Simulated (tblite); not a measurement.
Species: C6H5NSi.
Bonds: N1–C2 (triple), C2–C3, C3–C4 (triple), C4–C5, C5–C6 (double), C6–C7, C7–Si8, C5–Si8. Hydrogens: H9 on C6; H10, H11 on C7; H12, H13 on Si8.

Structure optimised with GFN2-xTB, isolated species.

Problem. List the bond lengths, angles and torsions at this level.

Solution. 
| bond | length (Å) |
| --- | --- |
| N1≡C2 | 1.152 |
| C2–C3 | 1.354 |
| C3≡C4 | 1.218 |
| C4–C5 | 1.381 |
| C5=C6 | 1.348 |
| C6–C7 | 1.501 |
| C7–Si8 | 1.930 |
| C5–Si8 | 1.914 |
| C6–H9 | 1.080 |
| C7–H10, C7–H11 | 1.090 |
| Si8–H12, Si8–H13 | 1.459 |

Bonds in one row agree within 0.01 Å and their mean is given. A selection of angles:
| angle | degrees |
| --- | --- |
| N1–C2–C3 | 179.8 |
| C2–C3–C4 | 178.2 |
| C3–C4–C5 | 174.6 |
| C4–C5–C6 | 131.0 |
| C4–C5–Si8 | 135.3 |
| C6–C5–Si8 | 93.7 |
| C5–C6–C7 | 105.5 |
| C6–C7–Si8 | 88.4 |
| C5–Si8–C7 | 72.4 |

Torsions: C4–C5–C6–C7 180° (antiperiplanar); C5–C6–C7–Si8 0° (synperiplanar); C6–C7–Si8–C5 0° (synperiplanar); C4–C5–Si8–C7 180° (antiperiplanar).

The 5 C–C bonds span 1.218 Å (C3≡C4, drawn triple) to 1.501 Å (C6–C7, drawn single), a spread of 0.283 Å. Si8 (SiH2 silicon) has angles from 72.4° to 116.6°. The 8 heavy atoms lie in one plane (0.000 Å rms). The 4-membered ring C5–C6–C7–Si8 has internal angles of 72.4° to 105.5°; it is planar, 0.00 Å rms from its mean plane, widest ring torsion 0°.

Point group: Cs (tolerance 0.08 Å). Its GFN2-xTB frequencies are all real (lowest 68 cm⁻¹).

Time: 0.29 s wall. Hardware: Arm Neoverse N1, one thread (shared host). These figures are those of the optimisation.

These are computed values.
